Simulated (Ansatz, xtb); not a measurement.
Redistribution: C3H8Si + C2H9NSi → C3H9NSi + C2H8Si

Species: C3H8Si `CC(C)[SiH]`, singlet; C2H9NSi `CC[SiH2]N`, singlet; C3H9NSi `CC(C)[Si]N`, singlet; C2H8Si `CC[SiH3]`, singlet. The partners trade H for NH2; both sit on Si, so the bond types are kept.

Shapes, held fixed at every level: PBE0-D4/def2-TZVP. Flexible molecules stand in one conformer, not always the lowest. Programs: Ansatz 0.2.0, xtb 6.7.1. The zero-point and thermal change to 298 K, harmonic and unscaled (PBE0-D4/def2-TZVP), is +4.1 kJ/mol.

(1) Estimate ΔH(298 K) of this reaction.

Results:

(1) The highest level, CCSD(T)/CBS estimate, gives ΔH(298 K) = -73.4 kJ/mol; the levels span -86.4 to -62.5. The column of differences is taken from that level and isn't an error. No measured value is set beside it here. The CBS estimate extrapolates MP2 from def2-TZVPP and def2-QZVPP and adds CCSD(T) − MP2 in the triple-zeta set, cores frozen. Times are processor times on shared x86 and Arm servers, and rough.

```tsv
level	kind	ΔH(298 K) (kJ/mol)	less CCSD(T)/CBS estimate	CPU time (sum over the molecules)
GFN1-xTB	semi-empirical	-73.7	-0.3	0.21 s
HF/def2-SVP	Hartree–Fock	-86.4	-13.0	–
HF/def2-TZVPP	Hartree–Fock	-79.5	-6.1	–
SPW92/def2-TZVPP	LDA	-62.5	+10.9	21 s
r2SCAN-D4/def2-TZVPP	meta-GGA	-68.9	+4.5	66 s
BHLYP-D4/def2-TZVPP	global hybrid	-76.3	-2.9	40 s
r2SCAN0-D4/def2-TZVPP	global hybrid	-67.1	+6.3	65 s
wB97X-V/def2-TZVPP	range-separated hybrid	-71.4	+2.0	1.7 min
CCSD(T)/CBS estimate	coupled cluster or CI	-73.4	0.0	54 min
```
